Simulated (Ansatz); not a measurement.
Molecule: MoCl (charge 0, quartet). The spin state was set by rule; other spins were not relaxed. SMILES: [Mo][Cl]
Coordinates optimised at B3LYP-D3(BJ)/def2-TZVP (Ansatz, an electronic-structure program):
```
Mo
Cl 1 2.2740
```
Charge 0, spin multiplicity 4.

Parts of the frozen-core correlation energy in def2-SVP (Ansatz, hartree). Frozen orbitals: 9; correlated occupied orbitals by spin: 8 and 5; virtual: 32 and 35. UHF or UKS for open shells. No spin-orbit coupling. Past Kr the def2 sets carry scalar-relativistic core potentials. The program attaches cautions to this run: other amplitudes.

```csv
term,value
reference (HF),-526.88688
MP2 opposite-spin,-0.12963
MP2 same-spin,(withheld)
CCSD correlation,(withheld)
(T),(withheld)
T1 diagnostic,0.108
largest doubles amplitude,0.547
<S^2> of the reference,4.760
```

Problem. Some entries are withheld; supply them.

Solution. 
- MP2 same-spin, value: -0.06874
- CCSD correlation, value: -0.25054
- (T), value: -0.04576
